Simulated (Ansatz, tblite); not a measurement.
Forces on the cluster Ba4Te3⁺ at its PBE0-D4/def2-SVP geometry. The state is a doublet with charge 1.

In the def2 sets Ba, Te take a core potential; there is no spin–orbit coupling. The xTB rows come from tblite. Another isomer (doublet) lies 0.39 eV lower at PBE0-D4/def2-TZVP; other spin states weren't run for this one.

GFN1-xTB (tblite), largest force 0.57 eV/Å:

```xyz
7
positions Å, forces eV/Å
Ba   -0.773   -1.280    3.188   -0.017    0.119   -0.277
Ba    1.553    3.078   -0.911   -0.047   -0.090   -0.011
Ba   -1.995    0.302   -1.073    0.407   -0.009    0.058
Ba    1.650   -1.489   -0.175   -0.428    0.265   -0.109
Te    0.895    0.574   -2.740   -0.245   -0.266    0.444
Te   -1.432   -2.595    0.284    0.375    0.341   -0.032
Te    0.101    1.411    1.426   -0.045   -0.359   -0.073
```

GFN2-xTB (tblite), largest force 0.45 eV/Å:

```
Ba -0.090 0.100 0.059
Ba 0.001 0.096 0.025
Ba 0.145 -0.166 -0.137
Ba -0.179 -0.036 -0.314
Te -0.034 -0.142 -0.020
Te 0.092 -0.023 -0.020
Te 0.065 0.171 0.407
```

PBE-D4/def2-TZVP (Ansatz), largest force 0.19 eV/Å:

```
Ba -0.029 0.082 -0.166
Ba -0.047 -0.062 0.008
Ba 0.101 0.051 0.007
Ba -0.079 0.114 -0.092
Te -0.020 -0.073 0.091
Te 0.083 0.032 0.099
Te -0.010 -0.144 0.054
```
